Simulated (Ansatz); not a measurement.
Species: C8H14Si, SMILES `CC1=C(C)[Si](C)(C)C=C1` (charge 0, multiplicity 1), formula C8H14Si.

Question: How many basis functions does frozen-core CCSD(T)/cc-pVDZ // B3LYP-D3(BJ)/def2-SVP run with Ansatz (a first-principles code) use, how many core orbitals are frozen, and how many electrons are correlated?

Answer: 200 basis functions and 13 frozen orbitals, which leaves 50 correlated electrons. Core time is of the order of minutes.
